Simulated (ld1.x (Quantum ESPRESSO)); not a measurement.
# LDA (PZ) TM dataset for oxygen (O), scalar-relativistic all-electron reference.

- Element: oxygen
- Generator: ld1.x (Quantum ESPRESSO) 7.5
- Type: norm-conserving Troullier–Martins (Kleinman–Bylander form)
- Functional: LDA (PZ)
- Relativity: scalar-relativistic
- Frozen core: [He]
- Valence charge: 6
- Reference configuration: 2s1.75 2p4.25
- Partial waves: 2s (bound): rc 0.70 bohr; 2p (bound): rc 1.95 bohr; 3d channel at 0.35 Ry: rc 1.85 bohr
- Local potential: all-electron potential smoothed inside 0.65 bohr (lloc = -1)
- Core correction: a·sin(br)/r model core inside 0.60 bohr

All-electron outer shells of the reference configuration (LDA (PZ), scalar-relativistic, ld1.x):

```tsv
shell	level (eV)	outermost node (bohr)	outermost maximum (bohr)
1s	-511.04	–	0.13
2s	-23.87	0.28	0.88
2p	-9.30	–	0.82
```

Does the generator finish with these settings?

Yes, a potential is produced and its reference levels are reproduced.

Estimate the cutoffs (Ry, on a coarse ladder) from which the occupation-weighted sum of valence levels, in a spherical-Bessel basis at the reference potential, stays within 10 and 1 mRy of its value at 400 Ry.

80 Ry and 200 Ry.

What does a ghost test show?

No extra level below or beside the all-electron valence levels (s, p, d, f tested).

Which valence shell sets the plane-wave cutoff?

2s: its level needs 180 Ry to come within 1 mRy, against 45 Ry for 2p.

Tests: 2s2 2p4; 2s2 2p3; 2s2 2p2; 2s0 2p6; 2s1 2p5; 2s2 2p0; 2s2 2p3.5. Which has the largest error in its energy relative to the reference configuration, and how large is it?

2s2 2p0, with +6108 meV (all-electron minus pseudo) on +177.57 eV.
